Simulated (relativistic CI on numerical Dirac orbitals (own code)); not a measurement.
## Cu2+ in a cubic cluster: 2p photoemission with charge transfer

Computed with a charge-transfer multiplet model of a cubic metal-ligand cluster with up to one ligand hole, Slater and spin-orbit integrals from Dirac-Coulomb-Breit ions, Slater integrals scaled by 0.8. The ground state mixes d9 with configurations of k ligand holes L, whose averages lie at kΔ + k(k − 1)U_dd/2; a core hole lowers each added d electron by U_cd. 300 K, Lorentzian 0.6 eV and Gaussian 0.8 eV FWHM.

Atomic integrals in eV (Slater integrals scaled, ζ unscaled), ground: F2dd 11.066, F4dd 6.905, zeta_d 0.099; with the core hole: F2dd 11.066, F4dd 6.905, zeta_d 0.138, zeta_core 13.377, F2cd 7.060, G1cd 5.412, G3cd 3.079.

Cluster parameters (eV): U_dd = 7.8, U_cd = 8.9, 10Dq = 0.5, 10Dq(ligand) = 1.4, V(eg) = 2.95, V(t2g) = -1.58, final-state hopping factor = 0.8.

```tsv
Case	n_d	d9	d10L	S
Δ = 1.6 eV	9.41	0.59	0.41	0.50
Δ = 2.6 eV	9.33	0.67	0.33	0.50
Δ = 3.6 eV	9.27	0.73	0.27	0.50
Δ = 4.6 eV	9.22	0.78	0.22	0.50
Δ = 7.6 eV	9.12	0.88	0.12	0.50
```

Weights, n_d and S are thermal averages at 300 K. Binding energies count from the first peak over 30 % of the highest in each spectrum, which can be another peak from case to case. The parameters are a model scan and need not match a compound or its usual spin state. Peaks in eV (height, largest 100):
- Δ = 1.6 eV: 0.0 (100), 8.0 (20), 10.7 (16), 20.1 (49), 29.6 (15)
- Δ = 2.6 eV: 0.0 (100), 7.2 (23), 9.9 (20), 20.1 (49), 28.7 (19)
- Δ = 3.6 eV: 0.0 (100), 6.4 (26), 9.0 (23), 20.1 (49), 27.9 (23)
- Δ = 4.6 eV: 0.0 (100), 5.7 (27), 8.2 (25), 20.1 (49), 27.1 (25)
- Δ = 7.6 eV: 0.0 (100), 5.3 (23), 6.5 (25), 20.3 (48), 25.5 (22)

Curve for Δ = 3.6 eV (points under 2 left out, the grid thinned):

(E (eV), Intensity): (-2.8, 2.1), (-2.3, 3.1), (-1.8, 5.1), (-1.3, 10.7), (-0.8, 31.4), (-0.3, 82.8), (0.1, 97.9), (0.6, 50.0), (1.1, 16.3), (1.6, 7.0), (2.1, 4.1), (2.6, 2.8), (3.1, 2.2), (4.0, 2.0), (4.5, 2.4), (5.0, 3.7), (5.5, 8.6), (5.9, 18.0), (6.4, 26.2), (6.9, 23.7), (7.4, 21.2), (7.9, 19.7), (8.4, 18.5), (8.9, 22.4), (9.4, 18.7), (9.9, 7.9), (10.4, 3.1), (18.2, 2.3), (18.6, 3.8), (19.1, 9.6), (19.6, 29.3), (20.1, 49.2), (20.6, 30.0), (21.1, 9.9), (21.6, 4.0), (22.1, 2.3), (25.9, 3.5), (26.4, 7.5), (26.9, 11.0), (27.3, 15.9), (27.8, 22.4), (28.3, 18.2), (28.8, 10.6), (29.3, 5.6), (29.8, 2.3)

For the case Δ = 4.6 eV, Δ = 4.6 eV is smaller than U_dd = 7.8 eV, the charge-transfer side of the Zaanen-Sawatzky-Allen scheme. With the core hole the configuration with one ligand hole lies at Δ − U_cd = -7.3, -6.3, -5.3, -4.3, -1.3 eV from the one without, in the order of the table; where this is negative the screened configuration lies lower, though the effective hopping of about 2.1 eV (from the holes of the mixed ground state) mixes the two strongly wherever it is as large as the gap.
